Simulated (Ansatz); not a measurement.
`C[Se][BH][GeH3]`, charge 0, multiplicity 1.

Task: Give a relaxed structure at PBE0-D4/def2-TZVP (Ansatz). (Best estimate.)

Result: Ansatz gave: 
```xyz
11

C     1.632   -0.617   -0.747
Se    0.038   -1.711   -1.009
B    -1.318   -0.747   -0.124
Ge   -1.016    1.039    0.848
H     1.846   -0.530    0.316
H     2.455   -1.119   -1.250
H     1.477    0.367   -1.184
H    -2.385   -1.279   -0.182
H     0.033    0.887    1.969
H    -0.462    2.107   -0.118
H    -2.298    1.603    1.481
```
Point group Cs.
This is one stationary point; other conformers may exist.
